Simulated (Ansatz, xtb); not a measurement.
**Relative energy of two conformers of BrH4NSiSn**

Structure I is `[SiH3][NH][Sn][Br]`, a singlet and structure II is `[SiH3][NH][Sn][Br]`, a singlet. Both are isolated molecules in the gas phase, relaxed with r2SCAN-D4/def2-SVP.

I (Å):

```
atom    x (Å)    y (Å)    z (Å)
  Br   2.4230  -2.0092   1.2346
   N   0.0998   0.1399   0.0260
  Si  -1.1340   1.2563  -0.4960
  Sn   0.4503  -0.5288   1.9393
   H   0.7328  -0.2386  -0.6825
   H  -0.5695   2.4962  -1.1150
   H  -1.8964   1.6367   0.7336
   H  -2.0827   0.6519  -1.4828
```

II (Å):

```xyz
8

Br   -0.0972   -1.4112    0.3990
N    -0.4647   -0.1287   -2.7015
Si    0.9608   -1.1079   -3.0226
Sn   -1.5676    0.1567   -0.9951
H     1.3056   -0.9054   -4.4650
H     2.1296   -0.6933   -2.1927
H     0.7110   -2.5612   -2.7941
H    -0.8045    0.3920   -3.5119
```

Energies in hartree; the thermal terms are from r2SCAN-D4/def2-SVP harmonic frequencies (ideal gas, rigid rotor, one conformer each, 600 K, 1 atm) and include the zero-point energy:

|  | I | II |
| --- | --- | --- |
| E, CCSD(T)/def2-SVP | −3131.769168 | −3131.767861 |
| E, MP2/def2-SVP | −3131.714171 | −3131.712767 |
| E, MP2/def2-TZVPP | −3132.540638 | −3132.539235 |
| zero-point energy | 0.041188 | 0.041309 |
| H(600 K) − E | 0.062819 | 0.062883 |
| G(600 K) − E | −0.041579 | −0.040361 |

Problem. Correct the CCSD(T) difference for the basis set by the MP2 change, then work out ΔE, ΔE₀, ΔH and ΔG for I → II in kJ/mol (1 Eh = 2625.50 kJ/mol) and the equilibrium ratio [II]/[I].

Solution. 1. Differences II − I: CCSD(T) +0.001307, MP2 in the small set +0.001404, MP2 in the large set +0.001403 Eh.
2. ΔE = +0.001307 + (+0.001403 − (+0.001404)) = +0.001306 Eh = +3.43 kJ/mol.
3. ΔE₀ = ΔE + ΔZPE = +0.001306 + (+0.000121) Eh = +3.75 kJ/mol.
4. ΔH = ΔE + (+0.000064) Eh = +3.60 kJ/mol.
5. ΔG = ΔE + (+0.001218) Eh = +6.63 kJ/mol, so ΔS = (ΔH − ΔG)/T = −5.0 J/(mol K).
6. kT = 1.9001 mEh, so K = [II]/[I] = exp(−ΔG/kT) = exp(−1.33) ≈ 0.26.

The sums favour I, but ΔE leans on the basis-set step (CCSD(T) alone has the other sign or is under 1 kcal/mol), so the order isn't settled. An error of 4 kJ/mol in ΔG would change K by a factor of 2.2. Mirror images and further conformers aren't counted.

Other levels gave ΔE = +3.2 (r2SCAN-D4/def2-SVP); +7.0 (HF/def2-SVP); +3.7 (MP2/def2-SVP); +3.4 (CCSD(T)/def2-SVP) kJ/mol. The correlated steps freeze 19 core orbitals; the filled d shell of Br and Sn is correlated, in a basis made for valence electrons. Atoms past krypton carry core potentials in the def2 sets, without spin–orbit terms. Programs: Ansatz 0.2.0.
